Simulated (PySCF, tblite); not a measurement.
Isomers of C6H9NSi. Calculated harmonic vibrations of the isolated species, GFN2-xTB (tblite), most abundant isotopes, no scaling. Errors from tens to a few hundred cm⁻¹ against measured bands are possible. Modes of hydrogen on silicon can be 10 to 20 % off. One conformer each.

Electronic energies: PBE0-D3(BJ)/def2-SVP at its own geometries (PySCF, gas phase).

| SMILES | electronic energy, lowest = 0 (kJ/mol) |
| --- | --- |
| N#C[Si@@H]1C[C@@H]1C1CC1 | 215.3 |
| C#C[SiH2]/N=C/C=C/C | 260.8 |
| [SiH3]Cc1cccnc1 | 21.0 |
| C=Cc1ccn([SiH3])c1 | 53.1 |
| C[SiH2]c1ccccn1 | 0.0 |

Problem. How do GFN2-xTB zero-point energies change the relative energies?

Solution. 
| SMILES | ZPE (kJ/mol) | of it from modes above 1550 cm⁻¹ | electronic (kJ/mol) | with ZPE, lowest = 0 (kJ/mol) | lowest mode (cm⁻¹) | rings |
| --- | --- | --- | --- | --- | --- | --- |
| C[SiH2]c1ccccn1 | 336.7 | 173.0 | 0.0 | 0.0 | 8i | 1 |
| [SiH3]Cc1cccnc1 | 333.8 | 168.6 | 21.0 | 18.0 | 47 | 1 |
| C=Cc1ccn([SiH3])c1 | 331.8 | 172.6 | 53.1 | 48.2 | 20 | 1 |
| N#C[Si@@H]1C[C@@H]1C1CC1 | 345.2 | 174.9 | 215.3 | 223.8 | 67 | 2 |
| C#C[SiH2]/N=C/C=C/C | 326.1 | 187.4 | 260.8 | 250.1 | 36 | 0 |

The zero-point energies span 19.1 kJ/mol, from `C#C[SiH2]/N=C/C=C/C` to `N#C[Si@@H]1C[C@@H]1C1CC1`. Slightly imaginary modes are left out of the zero-point energy: `C[SiH2]c1ccccn1` 7.8i cm⁻¹. The order is unchanged.

Problem. And how do the electronic energies of GFN2-xTB itself compare?

Solution. `C[SiH2]c1ccccn1` 73.1; `[SiH3]Cc1cccnc1` 32.9; `C=Cc1ccn([SiH3])c1` 0.0; `N#C[Si@@H]1C[C@@H]1C1CC1` 349.8; `C#C[SiH2]/N=C/C=C/C` 275.5 kJ/mol, lowest = 0. Against the energies above, taken from the same isomer `C[SiH2]c1ccccn1`, the largest difference is 126.2 kJ/mol. The two levels were optimised apart and needn't hold the same conformer.

Problem. What do entropy and thermal enthalpy add at 298.15 K and 1 bar (rigid rotor, harmonic oscillator, one conformer each)?

Solution. 
| SMILES | point group | symmetry number | S (J/(mol K)) | H − H(0) (kJ/mol) | ZPE + H − H(0) − TS (kJ/mol) |
| --- | --- | --- | --- | --- | --- |
| [SiH3]Cc1cccnc1 | C1 | 1 | 381.2 | 24.79 | 244.9 |
| N#C[Si@@H]1C[C@@H]1C1CC1 | C1 | 1 | 390.1 | 26.26 | 255.2 |
| C#C[SiH2]/N=C/C=C/C | C1 | 1 | 435.3 | 31.39 | 227.7 |

Not tabulated: `C[SiH2]c1ccccn1` (lowest mode only 8i cm⁻¹); `C=Cc1ccn([SiH3])c1` (lowest mode only 20 cm⁻¹).
